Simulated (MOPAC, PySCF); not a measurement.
H3BrOSi, SMILES `O[SiH2]Br` (H–O–Si–Br torsion 59°), neutral singlet in the gas phase. 

Cartesian coordinates (Å):
```xyz
6

O      1.2737    -0.2358    -0.2984
Si    -0.3358    -0.2069    -0.0239
Br    -1.1148     1.8752    -0.0019
H      1.8498     0.2319     0.3086
H     -0.6915    -0.7830     1.2932
H     -0.9603    -0.9296    -1.1469
```
Charge 0, multiplicity 1.

All levels are single points at this geometry (PBE0-D4/def2-TZVP); Pople sets use spherical d functions. Orbital energies aren't observables, and empty levels follow the basis.

| level | HOMO (eV) | LUMO (eV) | gap (eV) | dipole (D) | vertical IE, Delta-SCF (eV) |
|---|---|---|---|---|---|
| B3LYP-D3(BJ)/def2-TZVP in PySCF | -8.16 | -0.20 | 7.96 | 1.44 | – |
| PBE0-D4/def2-TZVP in PySCF | -8.41 | 0.07 | 8.49 | 1.45 | – |
| B3LYP/6-31G* in PySCF | -8.03 | 0.24 | 8.27 | 1.70 | 10.66 |
| HF/3-21G in PySCF | -11.19 | 4.10 | 15.29 | 2.11 | – |
| HF/6-31G* in PySCF | -11.35 | 3.69 | 15.04 | 1.82 | 10.14 |
| AM1 in MOPAC | -10.82 | -0.79 | 10.03 | 1.96 | – |
